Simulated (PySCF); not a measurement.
## Static response to an electric field

H₉OPSi₃.
Geometry (GFN2-xTB, Å), atoms numbered from 1 in this order:
```xyz
14
H9OPSi3 angstrom
Si    -2.6983    0.0433   -0.6106
Si    -1.0835    0.4571    0.9788
O      0.1888   -0.5133    0.6480
Si     1.6688   -0.9068    0.1465
P      2.5227    0.8327   -0.9776
H     -3.9870   -0.2691    0.0210
H     -2.9522    1.2024   -1.4754
H     -2.4022   -1.0753   -1.5144
H     -1.4023    0.0829    2.3620
H     -0.5624    1.8308    1.0091
H      2.4195   -1.2787    1.3469
H      1.4897   -2.0297   -0.7726
H      3.1000    1.4413    0.1235
H      3.6978    0.1819   -1.3074
```

Level: wB97X-D/def2-SVPD (PySCF), static field, nuclei fixed, core orbitals frozen in the response. The polarisability tensor in these axes (au):

```
x   122.28   4.51   0.69
y     4.51 104.02  -3.66
z     0.69  -3.66 105.77
```

Task: Give the principal values, the mean and the anisotropy Δα = √{½[(α1 − α2)² + (α2 − α3)² + (α1 − α3)²]}.

Result: Principal values 100.39, 108.34 and 123.34 au; mean 110.69 au = 16.40 Å³ = 18.25 × 10⁻⁴⁰ C²·m²/J; Δα = 20.18 au (18 % of the mean).

Task: What is the dipole moment, and where does it point?

Result: (0.40, -0.07, 0.44) D, 0.60 D in size, pointing from the negative to the positive side. Measured along this direction, the outermost atoms are H7 at the negative end and H11 at the positive end.

Task: Find the Langevin capture rate constant for H3+ (3.023 u) meeting this molecule (139.970 u), k = 2.342 × 10⁻⁹ cm³/s × √(α in Å³ / reduced mass in u).

Result: The reduced mass is 2.96 u, so k = 5.51 × 10⁻⁹ cm³/s. The formula leaves out the permanent dipole, which adds to the capture rate.

Task: Molar refractivity from α?

Result: Lorentz–Lorenz: R = (4π/3)N_A α = 2.5225 cm³/(mol·Å³) × 16.40 Å³ = 41.4 cm³/mol, in the limit of long wavelengths.

Task: What depolarisation ratio follows for Rayleigh scattering of linearly polarised light, taking the static tensor?

Result: ρ = 3Δα²/(45ᾱ² + 4Δα²) = 1221.9/(551362 + 1629.3) = 0.00221.

One conformer (not necessarily the lowest) at the GFN2-xTB geometry, without solvent, vibrations or thermal averaging.
